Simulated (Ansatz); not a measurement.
System: YO2, charge 0, multiplicity 2. The spin state was set by rule; other spins were not relaxed. SMILES: [O]=[Y]=[O]
Geometry: optimised at B3LYP-D3(BJ)/def2-TZVP (Ansatz, an electronic-structure program).

Wanted: vertical ionisation energy (to the triplet state of charge +1; each state is the SCF solution reached for its spin; for the doublet T1 is 0.061), in eV. Correlated levels leave the core frozen unless marked. UHF or UKS for open shells. Spin-orbit coupling is left out. The frozen core is the preceding noble-gas configuration, with the filled d and f shells of earlier blocks. In def2 rows, elements after Kr have scalar-relativistic effective core potentials. CBS marks a two-point X^-3 extrapolation of the correlation energy; Hartree-Fock from the larger set. [CCSD(T)-MP2]/basis is that difference in the basis named.

| level | program | vertical ionisation energy (eV) | minus last row |
|---|---|---|---|
| HF/def2-TZVPPD | Ansatz | 6.11 | -2.70 |
| RI-HF/def2-QZVPPD | Ansatz | 6.09 | -2.72 |
| SVWN5/def2-TZVPD | Ansatz | 9.51 | 0.70 |
| r2SCAN/def2-TZVPD | Ansatz | 8.99 | 0.18 |
| B3LYP/def2-TZVPD | Ansatz | 9.10 | 0.29 |
| CAM-B3LYP/def2-TZVPD | Ansatz | 8.84 | 0.03 |
| wB97X-V/def2-TZVPD | Ansatz | 8.61 | -0.20 |
| B2PLYP/def2-TZVPD | Ansatz | 9.10 | 0.29 |
| RI-MP2/def2-TZVPPD | Ansatz | 8.96 | 0.15 |
| SCS-MP2/def2-TZVPPD | Ansatz | 8.70 | -0.11 |
| CCSD/def2-SVPD | Ansatz | 8.58 | -0.23 |
| CCSD/def2-TZVPPD | Ansatz | 8.31 | -0.50 |
| CCSD(T)/def2-SVPD | Ansatz | 8.82 | 0.01 |
| CCSD(T)/def2-TZVPPD | Ansatz | 8.71 | -0.10 |
| RI-MP2/CBS(def2-TZVPPD,def2-QZVPPD)+[CCSD(T)-MP2]/def2-TZVPPD | Ansatz | 8.81 | 0.00 |
